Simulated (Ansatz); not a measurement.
ClFH$_{4}$OSSi$_{2}$, SMILES `O[SiH](F)S[SiH2]Cl`, relaxed with RKS PBE0-D4/def2-TZVP in Ansatz 0.2.0 from a GFN2-xTB geometry. The force threshold is 0.005 eV/Å; the program also tests the step.

Total charge 0; spin multiplicity 1.

Start:

```xyz
10

O    -0.093   -2.628   -0.963
Si    0.051   -1.036   -0.868
F    -1.309   -0.349   -1.385
S     0.287   -0.446    1.176
Si    0.033    1.686    1.095
Cl    1.422    2.528   -0.086
H    -0.433   -3.174   -0.257
H     1.102   -0.630   -1.759
H    -1.286    1.984    0.567
H     0.225    2.066    2.481
```

```csv
step,energy (eV),largest force (eV/Å),largest move (Å)
1,-43932.9523,1.286,0.000
2,-43933.0210,0.437,0.068
3,-43933.0343,0.261,0.038
4,-43933.0386,0.139,0.024
5,-43933.0438,0.240,0.127
6,-43933.0453,0.393,0.046
7,-43933.0494,0.258,0.066
8,-43933.0511,0.039,0.069
9,-43933.0525,0.136,0.082
10,-43933.0528,0.184,0.061
11,-43933.0547,0.054,0.035
12,-43933.0552,0.050,0.018
13,-43933.0553,0.025,0.015
14,-43933.0553,0.012,0.008
15,-43933.0553,0.008,0.002
16,-43933.0553,0.003,0.004
```

End:

```xyz
10

O    -0.148   -2.617   -0.924
Si    0.174   -1.029   -0.851
F    -1.042   -0.160   -1.405
S     0.485   -0.485    1.185
Si   -0.015    1.582    1.105
Cl    1.122    2.580   -0.281
H    -0.782   -2.993   -0.311
H     1.336   -0.783   -1.713
H    -1.432    1.792    0.749
H     0.301    2.113    2.447
```

Run time 53 s (2 threads of an AMD EPYC 7R13 on a shared host and a share of an NVIDIA H100 80 GB); peak host memory 0.92 GiB.
